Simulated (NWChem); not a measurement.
Electron attachment to C3H5O

```xyz
9

C      0.6282    -1.2822    -0.0158
C     -0.1341    -0.0577    -0.0038
C      0.6166     1.2555    -0.0100
O     -1.3608    -0.0919     0.0256
H      1.7209    -1.2915    -0.0451
H      0.0828    -2.2284     0.0079
H      1.0580     1.4369     0.9838
H     -0.0814     2.0712    -0.2361
H      1.4415     1.2536    -0.7381
```
Charge 0, spin multiplicity 2.

All runs are NWChem calculations. All single points use one geometry, from UPBE0/def2-SVP, a minimum by its harmonic frequencies. It is one conformer; others weren't searched.

Basis set: def2-SVPD. −ε marks an orbital energy of the parent. The basis adds only a small set of diffuse functions.

B3LYP has NWChem's definition, with VWN1-RPA local correlation. The structure started from a generated list of species. The stability of the SCF solutions was not checked.

Task: For the vertical electron affinity, −ε(beta LUMO) of PBE gives 4.58 eV and −ε(beta LUMO) of BP86 gives 4.66 eV. What do −ε(beta LUMO) of B3LYP, −ε(beta LUMO) of r2SCAN, G0W0@PBE give?

Result: −ε(beta LUMO) of B3LYP: 3.74 eV; −ε(beta LUMO) of r2SCAN: 4.05 eV; G0W0@PBE: 1.39 eV.
